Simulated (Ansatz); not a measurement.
CH₆ClFOSi₂, SMILES O[C@H]([SiH3])[Si@@H](F)Cl.

The structure is a stationary point at B3LYP-D3(BJ)/def2-SVP. The structure was generated by enumeration; whether it is a known compound was not checked. One conformer was computed; it need not be the lowest.

Two levels are set side by side: PBE/def2-SVPD (Ansatz, a quantum-chemistry and plane-wave program) and ωB97X-V/def2-SVPD (Ansatz). Energy differences of separate SCF runs at the same geometry; the states with an electron removed or added have multiplicity 2 and 2. Differences are taken from unrounded values.

```
quantity                            PBE
---------------------------------  ----
vertical ionisation energy (eV)    9.52
vertical singlet–triplet gap (eV)  5.27
```

These are the PBE values. What does ωB97X-V give? (The exact figures need the calculation; the answer reports its results.)


```tsv
quantity	ωB97X-V	PBE minus ωB97X-V
vertical ionisation energy (eV)	10.02	-0.50
vertical singlet–triplet gap (eV)	6.19	-0.92
```
